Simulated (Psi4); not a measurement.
F2 (SMILES FF), singlet, geometry from GFN2-xTB. Base run: PBE0/STO-3G (Psi4).

Input for Psi4:
```
memory 2 GB

molecule mol {
0 1
F    -0.000000   -0.000000   -0.701582
F     0.000000    0.000000    0.701582
}

set {
  basis sto-3g
  reference rks
}

energy('pbe0')
print_variables()
```

Variants of this job, named by their change:

```csv
change,ΔE vs base (mEh),SCF cycles,grid points,basis functions
base,0.000,4,40858,10
e_convergence = 1e-4,0.000,4,40858,10
dft_radial_points = 150,0.000,4,81570,10
scf_type = pk,0.710,4,40858,10
level_shift = 1.0,0.000,5,40858,10
dft_pruning_scheme = treutler,0.000,4,21574,10
diis_max_vecs = 3,0.000,4,40858,10
dft_basis_tolerance = 1e-8,0.000,4,39212,10
puream = true,0.000,4,40858,10
guess = sap,0.000,4,40858,10
damping_percentage = 50,-0.001,18,40858,10
cholesky_tolerance = 1e-6 (with scf_type cd),0.710,4,40858,10
scf_type = out_of_core,0.710,4,40858,10
```
